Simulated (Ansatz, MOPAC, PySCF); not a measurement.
Dimer: CH4 (SMILES C) (first 5 atoms) with Si2H6 (SMILES [SiH3][SiH3]); geometry from B3LYP-D3(BJ)/def2-TZVP, rigid monomers moved along the line of their centres of mass till C1···Si7 is 3.54 Å.
(charge 0, multiplicity 1):
```xyz
13

C      0.0554    -0.1260     0.0464
H     -0.3725    -1.0483     0.4367
H     -0.5348     0.7218     0.3915
H      1.0800    -0.0225     0.3998
H      0.0467    -0.1546    -1.0423
Si     1.0678     0.4331     3.7743
Si    -1.1177    -0.3166     3.3779
H      1.7961    -0.5452     4.6188
H      1.0383     1.7369     4.4815
H      1.8074     0.6023     2.5013
H     -1.1009    -1.6280     2.6868
H     -1.8581     0.6555     2.5385
H     -1.8365    -0.4716     4.6667
```

Counterpoise-corrected where a basis set is named; no monomer relaxation. Rows marked so take none.

Cores are frozen in the correlated methods. Rows in 3-21G, 6-311+G**, 6-31G*, STO-3G carry no dispersion term and start afresh at each structure (6-31G* with six Cartesian d functions). MP2/6-31G* freezes PySCF's default core. The state that AM1 reach isn't checked.

The values were computed with Ansatz (Gaussian orbitals); MOPAC for AM1 (differences of heats of formation); PySCF for 3-21G rows, 6-311+G** rows, 6-31G* rows, STO-3G rows, the dispersion terms. 

Other levels give for the interaction energy: PBE/def2-TZVPPD 4.6; B3LYP/def2-TZVPPD 9.3; B3LYP-D3(BJ)/def2-TZVPPD -2.1; wB97M-V/def2-TZVPPD -1.0; CCSD(T)/aug-cc-pV(D+d)Z 1.5 kJ/mol.

What do these common cheap choices give for the same quantity: AM1, HF/STO-3G (no counterpoise), HF/6-31G* (no counterpoise), BP86/6-31G* (no counterpoise), B3LYP/3-21G (no counterpoise), B3LYP/6-31G*, B3LYP/6-311+G** (no counterpoise), MP2/6-31G* (no counterpoise)?

AM1 8.2; HF/STO-3G (no counterpoise) 10.0; HF/6-31G* (no counterpoise) 11.6; BP86/6-31G* (no counterpoise) 9.1; B3LYP/3-21G (no counterpoise) 3.1; B3LYP/6-31G* 9.9; B3LYP/6-311+G** (no counterpoise) 9.5; MP2/6-31G* (no counterpoise) 3.4 kJ/mol. They span 3.1 to 11.6 kJ/mol.

Ansatz is an electronic-structure program.
